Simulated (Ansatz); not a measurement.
## Ligand exchange: C3H4F4O + MgHF → C3H5F3O + MgF2

Species: C3H4F4O `FCOC(F)C(F)F`, singlet; MgHF `[F][MgH]`, singlet; C3H5F3O `FCOCC(F)F`, singlet; MgF2 `[F][Mg][F]`, singlet. The partners trade F for H: C–F and Mg–H bonds give way to C–H and Mg–F.

Shapes, held fixed at every level: PBE0-D4/def2-TZVP. Flexible molecules stand in one conformer, not always the lowest. Programs: Ansatz 0.2.0. Electronic energies: no zero-point or thermal term.

```tsv
level	kind	ΔE (kJ/mol)	less CCSD(T)/def2-TZVPP
r2SCAN-D4/def2-TZVPP	meta-GGA	-216.9	+0.7
PBE0-D4/def2-TZVPP	global hybrid	-211.8	+5.8
wB97M-V/def2-TZVPP	range-separated hybrid	-212.5	+5.1
wB97X-V/def2-TZVPP	range-separated hybrid	-212.0	+5.6
B2PLYP/def2-TZVPP	double hybrid	-223.7	-6.1
MP2/def2-TZVPP	perturbation theory	-233.7	-16.1
CCSD/def2-TZVPP	coupled cluster or CI	-218.2	-0.6
CCSD(T)/def2-TZVPP	coupled cluster or CI	-217.6	0.0
```

The highest level, CCSD(T)/def2-TZVPP, gives ΔE = -217.6 kJ/mol; the levels span -233.7 to -211.8. The column of differences is taken from that level and isn't an error. No measured value is set beside it here. Correlated rows may include outer-core shells of Mg, which these sets cover unevenly.
